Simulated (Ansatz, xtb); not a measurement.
## Ranking isomers of C4H10GeO

5 gas-phase structures of C4H10GeO, from a drawn sample of its isomers (lower ones may exist). Each was relaxed with GFN2-xTB; where two conformers were screened, the lower at r2SCAN-D4/def2-SVP is listed:

A. `O[C]1([GeH3])CCC1`, a singlet
B. `O[C@@H]1CC[C@H]1[GeH3]`, a singlet
C. `O[C@H]1C[C@H]([GeH3])C1`, a singlet
D. `O[C@H]1C[C@@H]([GeH3])C1`, a singlet
E. `O[C@@H]1CC[C@@H]1[GeH3]`, a singlet

**Question.** Which do you expect lowest at r2SCAN-D4/def2-SVP, and how would the others follow?

**Answer.** Calculated order at r2SCAN-D4/def2-SVP: E (0.0), B (0.7), C (1.6), A (2.1), D (2.7) kcal/mol. Less than 1 kcal/mol parts E and B; B and C; C and A; A and D, so the order within those pairs means little.

Energies above the lowest of each column, in kcal/mol; the last columns are at PBE-D3(BJ)/def2-SVP geometries:

```json
{"structure": "E", "GFN2-xTB": "0.0", "HF/STO-3G": "1.3", "r2SCAN-D4/def2-SVP": "0.0", "PBE-D3(BJ)/def2-SVP": "0.0", "CCSD(T)/def2-SVP + ΔMP2/def2-TZVPP": "0.0"}
{"structure": "B", "GFN2-xTB": "2.7", "HF/STO-3G": "0.0", "r2SCAN-D4/def2-SVP": "0.7", "PBE-D3(BJ)/def2-SVP": "1.1", "CCSD(T)/def2-SVP + ΔMP2/def2-TZVPP": "0.4"}
{"structure": "C", "GFN2-xTB": "3.2", "HF/STO-3G": "1.1", "r2SCAN-D4/def2-SVP": "1.6", "PBE-D3(BJ)/def2-SVP": "2.2", "CCSD(T)/def2-SVP + ΔMP2/def2-TZVPP": "1.2"}
{"structure": "A", "GFN2-xTB": "3.1", "HF/STO-3G": "5.2", "r2SCAN-D4/def2-SVP": "2.1", "PBE-D3(BJ)/def2-SVP": "2.7", "CCSD(T)/def2-SVP + ΔMP2/def2-TZVPP": "3.2"}
{"structure": "D", "GFN2-xTB": "3.3", "HF/STO-3G": "2.4", "r2SCAN-D4/def2-SVP": "2.7", "PBE-D3(BJ)/def2-SVP": "1.4", "CCSD(T)/def2-SVP + ΔMP2/def2-TZVPP": "0.5"}
```

CCSD(T)/def2-SVP + ΔMP2/def2-TZVPP has B and D and E within 1 kcal/mol of each other at the bottom, and every level picks one of them. CCSD(T)/def2-SVP + ΔMP2/def2-TZVPP orders those it was run on as E (0.0), B (0.4), D (0.5), C (1.2), A (3.2) kcal/mol. Less than 1 kcal/mol parts E and B; B and D; D and C, so the order within those pairs means little. Flexible structures stand in one conformer each, not always the lowest. ΔMP2 is the change of the MP2 energy from the smaller to the larger basis.

Over these structures GFN2-xTB departs from r2SCAN-D4/def2-SVP by 0.6 kcal/mol on average once a common shift is removed. A GFN2-xTB relaxation took about 0.43 s and the r2SCAN-D4/def2-SVP energy about 6.6 s on a shared host (Ansatz 0.2.0, xtb 6.7.1).
